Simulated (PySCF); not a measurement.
## Structure from 2D NMR

Compound of formula C₅H₁₁NO₂Si. Correlations simulated from computed shifts and the bond graph:

HSQC (one-bond C–H):
```csv
δH,δC
4.68,66.3
4.18,66.3
2.77,31.3
2.11,22.5
2.05,22.5
1.17,15.7
0.76,15.7
```

COSY cross peaks (H two or three bonds apart, from the bond graph; peaks can be absent where the dihedral angle is near 90°):
```csv
δH,δH
5.09,2.11
5.09,2.05
5.09,1.17
5.09,0.76
4.68,4.18
4.68,1.17
4.68,0.76
4.18,1.17
4.18,0.76
2.11,2.05
1.17,0.76
```

HMBC (two and three bonds, from the bond graph):
```csv
δH,δC
5.09,"174.0, 66.3, 31.3, 22.5, 15.7"
4.68,"174.0, 15.7"
4.18,"174.0, 15.7"
2.11,"174.0, 15.7"
2.05,"174.0, 15.7"
1.17,"66.3, 22.5"
0.76,"66.3, 22.5"
```

Carbons without hydrogens: δ 174.0.

All values are calculated (PySCF 2.14.0 with density-fitted response routines): geometry: GFN2-xTB, NMR shieldings at PBE0/pcSseg-1/GIAO. One conformer, equivalent nuclei averaged, non-relativistic Hamiltonian, isolated molecule.

Scale: 1H (σref 31.72), 13C (σref 186.93) against TMS (reference shieldings calculated alike).

Exchangeable hydrogens are left out of these lists.

Which molecule is this?

Results:

SMILES CN[Si@H]1CCOC(=O)C1.

Atoms are numbered as in `[CH3:1][NH:2][Si@H:3]1[CH2:4][CH2:5][O:6][C:7](=[O:8])[CH2:9]1`; H(Xn) means a hydrogen on atom n. Ha(C4), Ha(C5), Ha(C9) are cis to N2 on the ring; Hb(C4), Hb(C5), Hb(C9) are trans to N2 on the ring.

1. δC 174.0 is C7, an ester carbonyl carbon.
2. δC 66.3 is C5, an sp3 CH2 bonded to O (δH 4.18, 4.68).
3. δC 31.3 is C1, a methyl carbon bonded to N (δH 2.77).
4. δC 22.5 is C9, an sp3 CH2 bonded to Si, α to a carbonyl (δH 2.11, 2.05).
5. δC 15.7 is C4, an sp3 CH2 bonded to Si (δH 1.17, 0.76).
6. HMBC from δH 5.09 reaches the proton-free carbon C7.
7. HMBC from δH 4.68 reaches the proton-free carbon C7.
8. HMBC from δH 4.18 reaches the proton-free carbon C7.
9. HMBC from δH 2.11 reaches the proton-free carbon C7.
10. COSY links 5.09–2.11, 5.09–2.05, 5.09–1.17, 5.09–0.76, 4.68–4.18, 4.68–1.17.

The data come from this structure; uniqueness wasn't tested.

OH and NH positions are those of a molecule without intermolecular hydrogen bonds; in solution they move with solvent, concentration and temperature, and exchange usually removes their couplings. Shifts are as computed. Against solution values, carbons near 30 ppm lie about +3 ppm off and those near 130 ppm about +5 ppm. Of 1211 compounds with measured shifts, 218 miss one by over three times the rms of a fit or turn the order of signals round; such compounds aren't used in these exercises.
